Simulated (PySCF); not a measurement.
Species: C$_{7}$H$_{8}$N, net charge 0, doublet state. It need not be the lowest isomer of its formula. SMILES: Cc1nc(C)[c]cc1
Geometry: optimised at B3LYP-D3(BJ)/def2-TZVP (Ansatz).

Dispersion corrections to the total energy (kcal/mol) from the dftd3 and dftd4 libraries through PySCF: D3(BJ) without and D4 with the three-body term, each with the damping fitted for the functional named.

```json
[
 {"functional": "PBE0", "D3(BJ)": "-8.21", "D4": "-8.06"},
 {"functional": "TPSS", "D3(BJ)": "-11.93", "D4": "-12.90"},
 {"functional": "r2SCAN", "D3(BJ)": "-2.79", "D4": "-2.52"},
 {"functional": "BP86", "D3(BJ)": "-14.74", "D4": "…"},
 {"functional": "B2GP-PLYP", "D3(BJ)": "-5.51", "D4": "…"},
 {"functional": "BLYP", "D3(BJ)": "…", "D4": "-21.20"},
 {"functional": "B3LYP", "D3(BJ)": "-16.23", "D4": "-15.20"}
]
```

Problem. Complete the blanks.

Solution. 
- BP86, D4: -12.61
- B2GP-PLYP, D4: -4.05
- BLYP, D3(BJ): -19.92
